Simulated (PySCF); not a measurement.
Species: C₃H₉BrOSi₃.
Cartesian coordinates in Å at the PBE0-D3(BJ)/def2-SVP level; atoms count from 1:
```
atom  x, y, z in Å
C1    -1.444    1.371   -0.454
C2    -1.603    0.168   -0.427
C3    -1.793   -1.261   -0.306
Si4   -3.488   -1.516    0.487
Br5   -3.784   -3.702    0.839
Si6   -0.372   -2.010    0.718
O7     1.060   -1.368    0.213
Si8    1.937   -0.037   -0.255
H9    -1.307    2.436   -0.497
H10   -1.799   -1.749   -1.298
H11   -3.536   -0.823    1.802
H12   -4.571   -1.035   -0.412
H13   -0.616   -1.677    2.152
H14   -0.332   -3.482    0.511
H15    1.699    1.109    0.672
H16    1.582    0.360   -1.648
H17    3.380   -0.414   -0.209
```

Method: PBE0-D3(BJ)/def2-SVP geometry optimisation, gas phase in PySCF.

Take the most abundant isotopes and a rigid rotor. The values belong to one conformer with, in the numbering `[CH:1]#[C:2][C@H:3]([SiH2:4][Br:5])[SiH2:6][O:7][SiH3:8]`, C2–C3–Si4–Br5 -176°, C2–C3–Si6–O7 -44°, C3–Si6–O7–Si8 43°.

Q: Give the principal moments of inertia and the rotational constants in MHz.

A: Ia = 278.35, Ib = 1431.80, Ic = 1671.10 u·Å²; 505379 MHz·u·Å²/I gives A = 1816, B = 353.0, C = 302.4 MHz.

Q: Classify the top.

A: A near-prolate asymmetric top: κ = (2 × 353.0 − 1816 − 302.4)/(1816 − 302.4) = -0.93.

Q: Is it planar, by Δ = Ic − Ia − Ib?

A: Not planar: Δ = Ic − Ia − Ib = -39.05 u·Å². For a rigid frame Δ = −2 Σ m c², so Σ m c² = 19.53 u·Å² lies off the ab plane: 11.96 from hydrogen and 7.57 from heavier atoms. The atom farthest from that plane is 1.76 Å away.

Q: Give the other two planar moments, Paa and Pbb, and the rms extents of the mass along the axes.

A: Paa = Σ m a² = (Ib + Ic − Ia)/2 = 1412.27 and Pbb = Σ m b² = (Ia + Ic − Ib)/2 = 258.83 u·Å². With the mass M = 223.91 u, the rms extents √(P/M) along a, b and c are 2.51, 1.08, 0.30 Å.

Q: Predict some low-J microwave lines.

A: The dipole components are |μa| = 0.81 D, |μb| = 1.29 D, |μc| = 0.12 D. Intensities carry the squares of the components, which stand as 0.40 : 1.00 : 0.01 (a : b : c). Some lines, for components of 0.1 D or more:

```csv
type,branch,"J(Ka,Kc)",MHz,lower level (cm⁻¹)
a,R,"1(0,1) ← 0(0,0)",655,0.000
a,R,"2(1,2) ← 1(1,1)",1260,0.071
a,R,"2(0,2) ← 1(0,1)",1309,0.022
a,R,"2(1,1) ← 1(1,0)",1361,0.072
c,Q,"2(1,2) ← 2(0,2)",1413,0.066
c,Q,"1(1,1) ← 1(0,1)",1463,0.022
b,Q,"1(1,0) ← 1(0,1)",1513,0.022
b,Q,"2(1,1) ← 2(0,2)",1565,0.066
b,R,"1(1,1) ← 0(0,0)",2118,0.000
c,R,"1(1,0) ← 0(0,0)",2169,0.000
b,R,"2(1,2) ← 1(0,1)",2723,0.022
c,R,"2(1,1) ← 1(0,1)",2875,0.022
c,Q,"2(2,1) ← 2(1,1)",4388,0.118
b,Q,"2(2,0) ← 2(1,1)",4389,0.118
b,Q,"2(2,1) ← 2(1,2)",4540,0.113
b,R,"2(2,1) ← 1(1,0)",5749,0.072
c,R,"2(2,0) ← 1(1,0)",5751,0.072
c,R,"2(2,1) ← 1(1,1)",5800,0.071
b,R,"2(2,0) ← 1(1,1)",5801,0.071
```

Q: Estimate the classical rotational partition function at 25 K, 298.15 K and 500 K.

A: Point group C1, symmetry number σ = 1; q = (√π/σ)·√((kT/h)³/(ABC)), k/h = 20836.6 MHz/K: 47900 at 25 K, 1970000 at 298.15 K, 4280000 at 500 K.

No PBE0-D3(BJ)/def2-SVP frequencies stand behind this structure, so it isn't proved a minimum. No vibrational averaging or centrifugal distortion is included, and the geometry carries the error of its method. A rigid rotor knows nothing of internal rotation, which can split or shift real lines. Quadrupole hyperfine structure (79Br) is left out.
